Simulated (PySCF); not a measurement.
Sn(H)(OH)(NH2)2 (H6N2OSn), SMILES [NH2][SnH]([NH2])[OH]. Atoms are numbered in the order given.

```xyz
10

Sn     0.0551     0.0935    -0.2227
N     -0.8654    -1.7027    -0.4375
N      1.5464    -0.3359     1.0893
O     -1.0263     1.5091     0.6635
H      0.3901     0.7609    -1.7605
H     -1.6662    -1.6825    -1.0656
H     -1.1729    -2.1071     0.4450
H      2.0538    -1.1828     0.8388
H      2.2267     0.4118     1.2075
H     -1.1426     1.3221     1.6022
```
Charge 0, spin multiplicity 1.

Geometry optimised at PBE0-D3(BJ)/def2-SVP. The structure was generated by enumeration; whether it is a known compound was not checked. The def2 effective core potentials stand for the cores of Sn; spin–orbit coupling is left out. One conformer was computed; it need not be the lowest.

Method: ωB97X/def2-TZVP run with PySCF.

Computed frontier levels, gap, dipole moment and polarisability:
```
Property                                                                                                        Value
---------------------------------------------------------------------------------------------  ----------------------
highest occupied level                                                                                       -9.86 eV
lowest empty level                                                                                            1.70 eV
orbital gap                                                                                                  11.56 eV
dipole moment                                                                                                  1.28 D
quadrupole, principal values (traceless, Buckingham form, about the centre of nuclear charge)  -10.23, 0.77, 9.46 D·Å
mean static polarisability                                                                       55.7 bohr³ (8.26 Å³)
polarisability, principal values                                                               51.1, 57.7, 58.3 bohr³
```
